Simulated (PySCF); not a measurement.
**Dipole response of Al⁺ (aluminium, charge +1)**

[Ne] 3s2, closed-shell 1S. Calculation: PySCF 2.14, in aug-cc-pV(T+d)Z; no relativity, point nucleus. Coupled (time-dependent) response in atomic units; α is the mean over directions.

```tsv
method	mean α (bohr³)	C₆ (like pair)	S(−4)
UHF	26.30	139.3	376.9
PBE	24.23	122.6	324.8
PBE0	24.73	126.5	337.0
wB97M-V	23.17	113.2	304.6
revPBE	24.79	126.8	340.0
```

S(−4) is the Cauchy moment in α(ω) = α(0) + S(−4) ω² + …

α(iu) at revPBE:

```
u (hartree)  α(iu) (bohr³)
          0          24.79
     0.0500          23.97
      0.100          21.81
      0.200          16.05
      0.300          11.20
      0.500          5.799
      0.750          3.096
       1.00          1.951
       1.50          1.038
       2.00         0.6827
       3.00         0.3923
       5.00         0.1960
```

A single London oscillator, α(iu) = α/(1 + u²/ω²), gives C₆ = (3/4) ω α². Matching the computed C₆ needs ω = 4 × 126.8 / (3 × 24.79²) = 0.275 hartree.

For an ion, C₆ is the dispersion term alone; charge-induced terms of lower order in 1/R come first.
